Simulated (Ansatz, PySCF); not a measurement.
ClSi, SMILES [Si]Cl (connectivity only; charge and spin as stated), charge +1, multiplicity 1.

Geometry optimised at PBE-D3(BJ)/def2-TZVPD.

Two levels are set side by side: PBE/def2-TZVPD (Ansatz, an electronic-structure program) and EOM-CCSD/aug-cc-pVDZ (PySCF). PBE by ΔSCF, the other level by its IP root; same geometry, the bases differ. Differences are taken from unrounded values.

| quantity | EOM-CCSD | PBE | PBE minus EOM-CCSD |
|---|---|---|---|
| vertical ionisation energy (eV) | 18.86 | 18.75 | -0.11 |

Here PBE gives about what the other level gives.
